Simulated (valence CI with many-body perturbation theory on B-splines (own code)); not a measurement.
# E1 line list for La25+

Method: relativistic CI+MBPT: four valence electrons over a frozen Dirac-Fock core [Ar] 3d10, a basis of 11 s, 11 p, 9 d, 7 f, 5 g, 2 h, 1 i functions for each j, with the one-electron correlation potential Σ1, the two-electron term Σ2, the three-electron term Σ3, Breit, model QED; selected CI, second order for the rest (own B-spline code, finite nucleus).

No measured levels were compared; by estimate levels hold to about 250 cm⁻¹ or 0.2 % of their energy and the worst to 1 %, as in measured heavy ions of charge 2 to 7; those with d or f electrons hold less well.

Lines 201 to 232 of 232 in falling wavelength, among levels below 222.82 eV, chosen from the strongest by gf and those to the six lowest levels. Wavelengths and rates use the calculated energies, so an error of 2000 cm⁻¹ moves a line at 97.73 Å by 0.2 % and its rate by three times that or more. Electric multipoles are in the length gauge, E1 and E2 with the static RPA response of the core. Weak lines are less certain than strong ones. Lines between different terms over intervals too small for the method are left out, as are lines whose strength nearly cancels. Where a level lies close to another of its J and parity, the split of strength between their lines is uncertain. The highest levels of a list are the least certain.

Levels are named by their leading jj configuration (3d3/2^4 stands for four electrons in 3d with j = 3/2), which in mixed levels can hold well under half, so a name can repeat and another be missing. Letters in brackets count levels of one name in rising energy.

| λ vac (Å) | Upper | Lower | A (s⁻¹) | S (a.u.) |
| --- | --- | --- | --- | --- |
| 97.73 | (4s 4p1/2 4p3/2 4d3/2) J=2 [c] | (4s 4p1/2^2 4p3/2) J=1 | 2.59e+11 | 5.97e-01 |
| 97.71 | (4s 4p3/2^2 4d3/2) J=2 | (4s 4p1/2 4p3/2^2) J=2 [a] | 1.62e+11 | 3.74e-01 |
| 97.35 | (4s 4p3/2^2 4d3/2) J=1 | (4s 4p1/2 4p3/2^2) J=2 [a] | 1.62e+11 | 2.21e-01 |
| 97.26 | (4s 4p1/2 4p3/2 4d3/2) J=0 [b] | (4s 4p1/2^2 4p3/2) J=1 | 2.19e+11 | 9.94e-02 |
| 96.92 | (4s^2 4p1/2 4d3/2) J=1 | (4s^2 4p1/2^2) J=0 | 3.65e+11 | 4.93e-01 |
| 96.42 | (4s^2 4p3/2 4d3/2) J=1 | (4s^2 4p1/2 4p3/2) J=1 | 1.83e+11 | 2.43e-01 |
| 96.29 | (4s^2 4p3/2 4d5/2) J=2 | (4s^2 4p1/2 4p3/2) J=2 | 2.03e+10 | 4.48e-02 |
| 96.01 | (4s 4p1/2 4p3/2 4d5/2) J=2 [c] | (4s 4p1/2^2 4p3/2) J=1 | 6.52e+10 | 1.42e-01 |
| 95.42 | (4s 4p1/2 4p3/2 4d5/2) J=1 [b] | (4s 4p1/2^2 4p3/2) J=1 | 2.85e+10 | 3.67e-02 |
| 95.07 | (4s 4p1/2 4p3/2 4d5/2) J=2 [d] | (4s 4p1/2^2 4p3/2) J=1 | 1.71e+10 | 3.63e-02 |
| 94.53 | (4s 4p1/2 4p3/2 4d3/2) J=1 [e] | (4s 4p1/2^2 4p3/2) J=1 | 9.25e+10 | 1.16e-01 |
| 94.28 | (4s^2 4p3/2 4d5/2) J=2 | (4s^2 4p1/2 4p3/2) J=1 | 1.93e+10 | 3.98e-02 |
| 93.55 | (4s 4p1/2 4p3/2 4d3/2) J=1 [d] | (4s 4p1/2^2 4p3/2) J=2 | 4.95e+09 | 6.00e-03 |
| 93.04 | (4s 4p1/2 4p3/2 4d5/2) J=3 [c] | (4s 4p1/2^2 4p3/2) J=2 | 7.99e+10 | 2.22e-01 |
| 92.67 | (4s 4p1/2 4p3/2 4d5/2) J=3 [d] | (4s 4p1/2^2 4p3/2) J=2 | 2.83e+10 | 7.77e-02 |
| 92.18 | (4s^2 4p3/2 4d5/2) J=3 | (4s^2 4p1/2 4p3/2) J=2 | 5.30e+10 | 1.43e-01 |
| 91.30 | (4s 4p1/2 4p3/2 4d5/2) J=1 [a] | (4s 4p1/2^2 4p3/2) J=2 | 3.02e+09 | 3.41e-03 |
| 91.02 | (4s 4p3/2^3) J=1 | (4s^2 4p1/2^2) J=0 | 1.56e+09 | 1.74e-03 |
| 90.74 | (4s 4p1/2 4p3/2 4d3/2) J=2 [c] | (4s 4p1/2^2 4p3/2) J=2 | 1.73e+09 | 3.18e-03 |
| 90.42 | (4s^2 4p3/2 4d5/2) J=1 | (4s^2 4p1/2 4p3/2) J=2 | 3.43e+07 | 3.76e-05 |
| 89.25 | (4s 4p1/2 4p3/2 4d5/2) J=2 [c] | (4s 4p1/2^2 4p3/2) J=2 | 1.88e+09 | 3.29e-03 |
| 89.18 | (4s 4p1/2 4p3/2 4d5/2) J=3 [e] | (4s 4p1/2^2 4p3/2) J=2 | 1.14e+10 | 2.79e-02 |
| 88.74 | (4s 4p1/2 4p3/2 4d5/2) J=1 [b] | (4s 4p1/2^2 4p3/2) J=2 | 1.17e+05 | 1.21e-07 |
| 88.65 | (4s^2 4p3/2 4d5/2) J=1 | (4s^2 4p1/2 4p3/2) J=1 | 8.53e+09 | 8.80e-03 |
| 88.44 | (4s 4p1/2 4p3/2 4d5/2) J=2 [d] | (4s 4p1/2^2 4p3/2) J=2 | 1.10e+08 | 1.89e-04 |
| 87.97 | (4s 4p1/2 4p3/2 4d3/2) J=1 [e] | (4s 4p1/2^2 4p3/2) J=2 | 3.82e+09 | 3.85e-03 |
| 87.31 | (4s 4p1/2 4p3/2 4d5/2) J=2 [e] | (4s 4p1/2^2 4p3/2) J=2 | 8.51e+09 | 1.40e-02 |
| 85.29 | (4s 4p3/2^2 4d3/2) J=3 | (4s 4p1/2^2 4p3/2) J=2 | 1.13e+09 | 2.42e-03 |
| 84.96 | (4s 4p3/2^2 4d3/2) J=2 | (4s 4p1/2^2 4p3/2) J=2 | 4.17e+09 | 6.31e-03 |
| 84.69 | (4s 4p3/2^2 4d3/2) J=1 | (4s 4p1/2^2 4p3/2) J=2 | 8.67e+08 | 7.80e-04 |
| 83.51 | (4s^2 4p3/2 4d3/2) J=1 | (4s^2 4p1/2^2) J=0 | 2.05e+08 | 1.76e-04 |
| 77.61 | (4s^2 4p3/2 4d5/2) J=1 | (4s^2 4p1/2^2) J=0 | 1.91e+09 | 1.32e-03 |
